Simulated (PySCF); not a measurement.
Finite-field polarisability of Al (aluminium, neutral)

[Ne] 3s2 3p1, 2P determinant. Calculation: PySCF 2.14, in x2c-TZVPPall with one added diffuse shell each of s, p, d type (6s6p4d1f, 51 functions); the spin-free X2C one-electron Hamiltonian (Gaussian nucleus). Frozen: [Ne]. Energy changes in a uniform field (μhartree):

```json
{"axis": "x", "F (au)": "0.002", "HF": "-103.983", "MP2": "-101.831", "CCSD": "-98.857", "CCSD(T)": "-98.767"}
{"axis": "x", "F (au)": "0.004", "HF": "-416.139", "MP2": "-407.529", "CCSD": "-395.625", "CCSD(T)": "-395.267"}
{"axis": "y", "F (au)": "0.0016", "HF": "-102.728", "MP2": "-99.810", "CCSD": "-95.980", "CCSD(T)": "-95.858"}
{"axis": "y", "F (au)": "0.0032", "HF": "-412.330", "MP2": "-400.569", "CCSD": "-385.145", "CCSD(T)": "-384.655"}
```

By symmetry the remaining axis equals x.

(1) Derive α along x at CCSD(T) from the two fields.

(2) And the mean polarisability at each level?

## Answers

(1) With ΔE = −αF²/2 − γF⁴/24, α = −(16 ΔE(F) − ΔE(2F))/(6F²) = 49.38 bohr³.

(2) The components xx, yy, zz at CCSD(T) are 49.38, 74.81, 49.38, the third axis being equal by symmetry to one of the two computed. Means: HF 61.38, MP2 59.90, CCSD 57.91, CCSD(T) 57.85 bohr³. Reference: 57.8 ± 1 bohr³ (recommended; Schwerdtfeger and Nagle, table of static dipole polarizabilities (2023 update)).
